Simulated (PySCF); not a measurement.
Isomers of [C8H16N]+ (charge +1), one GFN2-xTB conformer each. Single-point energies are computed at PBE0/pcSseg-1 (PySCF, gas phase, no added dispersion term), electronic only.

| SMILES | GFN2-xTB relative energy (kcal/mol) |
| --- | --- |
| C1CC[N+]2(C1)CCCC2 | 0.0 |
| C=CCC[N+]1(C)CCC1 | 46.5 |

Conformers: `[CH2:1]1[CH2:2][CH2:3][N+:4]2([CH2:5]1)[CH2:6][CH2:7][CH2:8][CH2:9]2` (charge +1) with C5–C1–C2–C3 6°, C1–C2–C3–N4 20°, C2–C3–N4–C5 -40°, C3–N4–C5–C1 44°; `[CH2:1]=[CH:2][CH2:3][CH2:4][N+:5]1([CH3:6])[CH2:7][CH2:8][CH2:9]1` (charge +1) with C1–C2–C3–C4 123°, C2–C3–C4–N5 -61°, C3–C4–N5–C6 -56°, C4–N5–C7–C8 -130°, N5–C7–C8–C9 11°, C7–C8–C9–N5 -11°, C4–N5–C9–C8 128°.

Task: What does PBE0/pcSseg-1 give for the same structures?

Result: 
```
            SMILES  PBE0/pcSseg-1 E (Eh)  PBE0/pcSseg-1 (kcal/mol)  GFN2-xTB (kcal/mol)  point group
C1CC[N+]2(C1)CCCC2            -368.51585                       0.0                  0.0           C1
 C=CCC[N+]1(C)CCC1            -368.45174                      40.2                 46.5           C1
```

Both levels put the same isomer lowest. As drawn, the higher has a four-membered ring, which the lower lacks.

Task: Which frontier levels and rotational constants go with these structures?

Result: 
| SMILES | HOMO (eV, PBE0/pcSseg-1) | LUMO (eV) | A, B, C (MHz) |
| --- | --- | --- | --- |
| C1CC[N+]2(C1)CCCC2 | -13.60 | -3.16 | 3334, 1247, 1199 |
| C=CCC[N+]1(C)CCC1 | -11.33 | -3.55 | 2771, 1113, 1020 |
